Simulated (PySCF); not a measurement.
FLi, charge -1, doublet, at the geometry optimised at the base level (a state made from the parent by changing its charge; the spin is typed, not shown lowest) (in this run its highest filled SCF level lies above zero, so its values depend strongly on the basis, on diffuse functions most of all); PySCF with PBE/cc-pVDZ, frequencies.

PySCF was given this input:
```python
from pyscf import gto, scf, dft
from pyscf.hessian import thermo

mol = gto.Mole()
mol.atom = '''
    Li   -0.00000000   -0.00000000   -1.22080554
    F     0.00000000    0.00000000    0.40693518
'''
mol.basis = 'cc-pvdz'
mol.charge = -1
mol.spin = 1
mol.verbose = 3
mol.build()

mf = dft.UKS(mol)
mf.xc = 'pbe'
mf.kernel()
hess = mf.Hessian().kernel()
freq = thermo.harmonic_analysis(mf.mol, hess, exclude_rot=False)
thermo.dump_normal_mode(mf.mol, freq)
th = thermo.thermo(mf, freq['freq_au'], 298.15, 101325)
thermo.dump_thermo(mf.mol, th)
```

Task: Write the output that PySCF gives for this input, abridged.

Result: 
```
converged SCF energy = -107.312879911588  <S^2> = 0.7503614  2S+1 = 2.0003614
Mode                                 0                   1                   2
Irrep
Freq [cm^-1]                      -25.4030            -25.4030            848.2012
Reduced mass [au]                   8.3596              8.3596              8.3596
Force const [Dyne/A]               -0.0032             -0.0032              3.5435
Char temp [K]                       0.0000              0.0000           1220.3727
Normal mode                   x     y     z       x     y     z       x     y     z
       0  Li                 0.00 -0.32  0.00   -0.32 -0.00  0.00   -0.00 -0.00 -0.32
       1   F                -0.00  0.12 -0.00    0.12  0.00 -0.00    0.00  0.00  0.12
temperature 298.1500 [K]
pressure 101325.00 [Pa]
Rotational constants [GHz] inf 37.52437 37.52437
Symmetry number 1
Zero-point energy (ZPE) 0.00193 [Eh]   5073.370 [J/mol]
                           tot       elec      trans        rot        vib
Entropy [J/mol/K]       206.626      5.763    149.350     50.796      0.717
Cv [J/mol/K]             23.190      0.000     12.472      8.314      2.404
Cp [J/mol/K]             31.505      0.000     20.786      8.314      2.404
Internal energy [J/mol]                      3718.434   2478.956   5245.558
Internal energy [Eh]   -107.30852  -107.31288
Enthalpy [J/mol]                             6197.391   2478.956   5245.558
Enthalpy [Eh]          -107.30758
Gibbs free energy [J/mol]                  -38331.374 -12665.775   5031.656
Gibbs free energy [Eh] -107.33104
```
